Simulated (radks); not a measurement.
Values are calculated unless marked as measured or tabulated.
Q: These are the eigenvalues of the occupied orbitals of an atom or ion with whole-number occupations (hartree). Code: a radial shooting solver on a logarithmic mesh with Libxc functionals. Model: Dirac Kohn-Sham, exchange-only B88, spin-unpolarised, spherical densities, finite nucleus; Fermi nuclear charge, rms radius of each element as measured or else 0.836 A^(1/3) + 0.57 fm.

1s1/2: -402.7564
2s1/2: -50.36047
2p1/2: -44.80015
2p3/2: -43.62783
3s1/2: -6.13925
3p1/2: -4.30694
3p3/2: -4.14945
3d3/2: -1.04708
3d5/2: -1.02558
4s1/2: -0.39978
4p1/2: -0.11981

Which element is it, and in what charge state? The configuration may be excited. Open shells, if any, fill j = l - 1/2 first.

A: Z = 32, germanium, charge 0: Ge in [Ar] 3d10 4s2 4p2. The list shows which subshells hold electrons but not how many an open one holds; the 1s level, -402.76 hartree, gives Z - s = 28.4 by -(Z - s)^2/2, which with screening and relativity narrows Z to a few neighbours, and the depths of the outer levels then fix element, charge and occupations together.
